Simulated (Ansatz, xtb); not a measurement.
C5H2N2O2: which of two isomers lies lower

We compare I, `N#Cc1ocnc1C=O`, a singlet, with II, `N#Cc1coc(C=O)n1`, a singlet. Both are isolated molecules in the gas phase, relaxed with PBE-D3(BJ)/def2-SVP, each in the lowest conformer that the search found.

Estimate which is lower in electronic energy at CCSD(T)/def2-SVP + ΔMP2/def2-TZVPP, and by roughly how much.

CCSD(T)/def2-SVP + ΔMP2/def2-TZVPP gives E(II) − E(I) = −1.55 kJ/mol, slightly favouring structure II, which is too small a margin to settle the true order.

The same difference at several levels:

| level | geometry | E(II) − E(I) (kJ/mol) | departure from the last row (kJ/mol) | job, with rough time for the two |
| --- | --- | --- | --- | --- |
| GFN2-xTB | GFN2-xTB | +6.92 | +8.48 | optimisation, 1 s |
| HF/STO-3G | GFN2-xTB | −4.50 | −2.95 | single point, 2.9 s |
| r2SCAN-D4/def2-SVP | GFN2-xTB | −0.14 | +1.41 | single point, 16 s |
| PBE-D3(BJ)/def2-SVP | PBE-D3(BJ)/def2-SVP | +2.40 | +3.95 | optimisation, 100 s |
| HF/def2-SVP | PBE-D3(BJ)/def2-SVP | −4.55 | −2.99 | part of the CCSD(T) run |
| MP2/def2-SVP | PBE-D3(BJ)/def2-SVP | +2.20 | +3.75 | part of the CCSD(T) run |
| CCSD(T)/def2-SVP | PBE-D3(BJ)/def2-SVP | +1.01 | +2.56 | single point |
| CCSD(T)/def2-SVP + ΔMP2/def2-TZVPP | PBE-D3(BJ)/def2-SVP | −1.55 |  | single point, 5.5 min |

As drawn, both hold the same kinds of bond in the same numbers.

The largest departure from CCSD(T)/def2-SVP + ΔMP2/def2-TZVPP is that of GFN2-xTB, 8.48 kJ/mol. The last row adds to CCSD(T) the change of the MP2 difference between the two basis sets, here −2.56 kJ/mol.

With thermal terms from frequencies at re-optimised GFN2-xTB minima (ideal gas, soft modes damped towards free rotors, one conformer each, 298.15 K, 1 atm): on the last row, ΔE + ΔZPE = −1.93, ΔH = −1.97, ΔG = −1.65 kJ/mol.

The correlated steps freeze 9 core orbitals. Programs: Ansatz 0.2.0, xtb 6.7.1; the last row on 2 threads of Intel(R) Xeon(R) Processor @ 2.50GHz (Skylake/Cascade Lake) on a shared host.
